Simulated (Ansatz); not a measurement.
Basis sets compared for Ca2S2. Charge 0, multiplicity 1. Geometry r2SCAN-D4/def2-TZVP. Ansatz on 4 threads of Arm Neoverse V1 on a shared host; times are rough, and most runs start from earlier orbitals.

```xyz
4

Ca   -0.604    1.423    0.573
Ca    0.598   -1.428   -0.567
S    -1.280    0.030   -1.426
S     1.287   -0.025    1.420
```

The structure comes from a short search, and lower isomers may exist.

Binding counts from free atoms (Ca singlet, S triplet) in the same basis, without a counterpoise term.

```csv
level,functions,energy (Eh),HOMO (eV),LUMO (eV),binding per atom (eV),wall time
PBE-D4/def2-SVP,84,-2150.5510,-4.19,-2.03,3.17,0.85 s
PBE-D4/def2-TZVP,146,-2150.9939,-4.38,-2.16,3.13,1.4 s
r2SCAN-D4/def2-TZVP,146,-2151.6519,-4.52,-1.64,3.22,3.4 s
PBE0-D4/def2-SVP,84,-2150.7050,-5.13,-1.49,3.05,1.2 s
PBE0-D4/def2-TZVP (with forces),146,-2151.1425,-5.31,-1.62,3.02,2.9 s
```

(1) Estimate the rows for PBE-D4/def2-TZVPD, r2SCAN-D4/def2-TZVPD, PBE0-D4/def2-TZVPD.

Results:

(1) 
```csv
level,functions,energy (Eh),HOMO (eV),LUMO (eV),binding per atom (eV),wall time
PBE-D4/def2-TZVPD,164,-2150.9955,-4.41,-2.17,3.13,1.9 s
r2SCAN-D4/def2-TZVPD,164,-2151.6535,-4.53,-1.63,3.23,4 s
PBE0-D4/def2-TZVPD,164,-2151.1441,-5.32,-1.63,3.02,2.6 s
```
